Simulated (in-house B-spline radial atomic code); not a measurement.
Checks on a self-consistent run for the promethium ion Pm⁶⁺, [Kr] (4d3/2)3 (4d5/2)6 4f3 5s2 5p5. Method: Dirac-Hartree-Fock, average of the jj configuration, Fermi nucleus of rms radius 4.962 fm. Calculated with an all-electron radial atomic-structure program (B-spline basis).

```csv
orbital,q,ε (Eh),<1/r>,<r²>,small-component weight
1s1/2,2,-1673.85846,67.4188,0.000731515,0.051311
2s1/2,2,-279.43199,16.0103,0.0114802,0.011268
2p1/2,2,-264.11351,15.9494,0.00840952,0.011267
2p3/2,4,-243.49018,14.287,0.00965071,0.010525
3s1/2,2,-65.63122,5.83088,0.076798,0.0035382
3p1/2,2,-59.04923,5.73303,0.0721211,0.003466
3p3/2,4,-54.81226,5.31909,0.0792427,0.003266
3d3/2,4,-43.50702,5.17,0.0643043,0.0031191
3d5/2,6,-42.63562,5.07193,0.0660634,0.0030672
4s1/2,2,-16.62810,2.42466,0.388578,0.001102
4p1/2,2,-13.94220,2.3174,0.412256,0.0010293
4p3/2,4,-13.08713,2.18926,0.447629,0.00097004
4d3/2,3,-8.73074,1.98432,0.512522,0.00082492
4d5/2,6,-8.56983,1.94712,0.52631,0.00080255
4f5/2,1.2857,-3.73045,1.55297,0.762608,0.00053267
4f7/2,1.7143,-3.77654,1.54916,0.760217,0.00053087
5s1/2,2,-4.71296,1.00114,1.96116,0.00027382
5p1/2,1.6667,-3.84442,0.923913,2.28094,0.00024144
5p3/2,3.3333,-3.67073,0.88317,2.45375,0.00022738
```

Electron-electron repulsion V_ee = 3471.6389 hartree.

Task: What total energy follows from the eigenvalues?

Result: The eigenvalues count the repulsion twice, so E = Σqε - V_ee = -6537.660 - 3471.639 = -10009.299 hartree; the run printed -10009.299.

Task: Does the Dirac virial theorem hold?

Result: For a point nucleus E = -2c²Σq·w, with w the small-component weight. Here Σq·w = 0.26648 and c = 137.0360, so the ratio E/(-2c²Σq·w) is 1.000105; the finite nucleus accounts for the departure from 1.

Task: What diamagnetic shielding (Lamb formula) and susceptibility (Langevin formula) do the radii give?

Result: σ = (α²/3)Σq<1/r> = 398.436/(3·137.036²) = 7072.4 ppm, and χ = -0.79199×10⁻⁶·Σq<r²> = -21.88×10⁻⁶ cm³/mol with Σq<r²> = 27.623 bohr². Both are non-relativistic formulas without the paramagnetism of open shells; for so heavy an element the full relativistic shielding is larger by tens of per cent.
